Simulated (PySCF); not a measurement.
**State search for LiBr**

Unrestricted PBE0; Li aug-pcseg-1, Br aug-pcseg-1; no relativity (PySCF 2.14). Outer shells of the fragments: Li 2s1; Br 3d10 4s2 4p5.

Followed along the bond (rough minima from three points):

| 2Ms+1 | unpaired | ⟨S²⟩ at the start | R at minimum (Å) | Te (eV) |
| --- | --- | --- | --- | --- |
| 1 | none | 0.00 | 2.20 | 0.00 |
| 3 | σ ↑, π ↑ | 2.00 | none in the scan | ≤ 4.44 |

Solutions found at the starting distance of 2.400 Å, counted from the lowest of them; the search is not exhaustive and high or unbound solutions are not listed, so other states can lie among these:

```
2Ms+1  unpaired   term  E (eV)  ⟨S²⟩  ⟨Lz²⟩  μ (D)
    1      none    ¹Σ⁺    0.00  0.00   0.00  -8.11
    3  σ ↑, π ↑     ³Π    4.44  2.00   1.01   3.68
    1  σ ↑, π ↓  mixed    4.46  1.00   1.00   3.88
    3      σ ↑↑    ³Σ⁺    4.99  2.00   0.00   3.59
    3      π ↑↑  mixed    5.64  2.00   2.00   1.60
    3      π ↑↑  mixed    5.76  2.00   2.00   1.90
```

A term symbol is given only where ⟨S²⟩ and ⟨Lz²⟩ are close to those of a pure state; real π, δ and φ orbitals otherwise mix terms. A positive dipole means Li(−)Br(+).

The measured ground state is X ¹Σ+ (Huber and Herzberg, Constants of Diatomic Molecules (1979)).

Counting both spins, an empty level lies below a filled one in some of these solutions, because spin and occupation are held.
